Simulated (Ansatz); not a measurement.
A made-up structure of GeSiH$_{5}$ (charge -1), singlet:

Si1  (0.056, -1.648, -0.374)
Ge2  (0.259, 0.748, -0.107)
H3  (0.078, -1.878, 1.146)
H4  (1.018, -0.541, 0.095)
H5  (0.021, 1.565, -1.426)
H6  (-0.631, 1.552, 0.913)
H7  (1.696, 1.230, 0.298)
(Å)

It is relaxed with PBE-D4/def2-SVPD and then PBE0-D4/def2-TZVPD (Ansatz 0.2.0). Atoms count as bonded within 1.22 times the sum of their covalent radii (H–H: 0.88 Å). The end point is not checked to be a true minimum.

**Question.** Does its bonding change? (A judgement: the text doesn't fix the answer.)

**Answer.** By the calculation: Yes. Formed: none; broken: Ge2–H4.

Where it ends: The first stage lowers the energy by 2.27 eV in 12 steps. It ends as GeSiH₅ ([SiH2][GeH3]), total charge -1:
```xyz
7
angstrom
Si -0.0438 -1.4788 -0.1609
Ge 0.1981 0.9238 -0.0148
H 0.2833 -1.6568 1.3312
H 1.4145 -1.6583 -0.6144
H 0.1740 1.6638 -1.3982
H -0.9784 1.6396 0.7368
H 1.4483 1.5939 0.6662
```

Labels in which every atom is bracketed show which atoms are joined, not bond orders.

For scale, one of the runs: PBE0-D4/def2-TZVPD relaxation, 142 basis functions, launched by `ansatz run in.yaml --threads 2 --pin off --events-out ev --progress --plain --max-ram 4352MiB`. The run took about 14 s on 2 CPU threads of an Arm Neoverse V1 (shared host).
